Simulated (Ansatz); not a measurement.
Geometry optimisation, RKS PBE-D4/def2-SVP in Ansatz.

Input:

```yaml
crystal:
  periodic: [false, false, false]
  atoms:
    - { symbol: Sn, position_ang: [-0.08027, -0.177913, 0.139204] }
    - { symbol: H, position_ang: [-0.033865, -0.016613, 1.867247] }
    - { symbol: O, position_ang: [1.793307, -0.273788, -0.559362] }
    - { symbol: H, position_ang: [1.855911, -0.991616, -1.224089] }
    - { symbol: O, position_ang: [-0.984735, 1.456426, -0.586223] }
    - { symbol: H, position_ang: [-1.518599, 1.207787, -1.371129] }
    - { symbol: O, position_ang: [-1.02497, -1.77183, -0.640887] }
    - { symbol: H, position_ang: [-1.502771, -2.245484, 0.068703] }
    - { symbol: "N", position_ang: [1.451417, 2.360987, 1.569002] }
    - { symbol: H, position_ang: [2.175301, 1.898069, 0.998005] }
    - { symbol: H, position_ang: [0.784083, 2.767519, 0.894868] }
    - { symbol: H, position_ang: [0.92819, 1.580856, 2.02856] }
basis:
  gaussian: { orbitals: def2-SVP }
hamiltonian:
  xc: pbe
  dispersion: d4
relax:
  f_tol: 0.03
  max_steps: 50
```

Command:

```bash
$ ansatz run input.yaml --threads 4 --pin off --max-ram 5120MiB --backend cpu --events-out ev --progress --plain --runs-dir out
```

Problem. Where does it end, and by what steps?

Solution. It converged. After 16 steps the energy has fallen by 0.730 eV; H12 moved furthest, 0.71 Å. Joined: Sn1–N9 (3.29 → 2.41 Å).

```csv
step,energy less start (eV),largest force component (eV/Å),accepted
0,0.0000,0.679,yes
1,-0.0823,0.651,yes
2,-0.0944,1.348,yes
3,-0.1452,0.945,yes
4,-0.1797,0.672,yes
5,-0.2208,0.216,yes
6,-0.2381,0.253,yes
7,-0.2469,0.263,yes
8,-0.2840,0.421,yes
9,-0.3801,1.022,yes
10,-0.4888,2.126,yes
11,-0.6737,1.205,yes
12,-0.5901,0.882,no
13,-0.6925,0.961,yes
14,-0.7202,0.416,yes
15,-0.7284,0.090,yes
16,-0.7296,0.011,yes
```

```xyz
12
Properties=species:S:1:pos:R:3
Sn -0.007 -0.031 0.386
H -0.358 -0.487 2.026
O 1.871 -0.291 -0.323
H 1.799 -1.013 -0.980
O -1.009 1.531 -0.423
H -1.584 1.135 -1.109
O -0.860 -1.448 -0.814
H -1.331 -2.093 -0.253
N 1.195 1.908 1.155
H 2.113 1.763 0.712
H 0.697 2.662 0.662
H 1.319 2.157 2.143
```

Whether the end is a true minimum wasn't checked by a vibrational analysis.

The run took 20 s on 4 threads of Arm Neoverse V2 (shared host), peak memory 0.16 GiB.
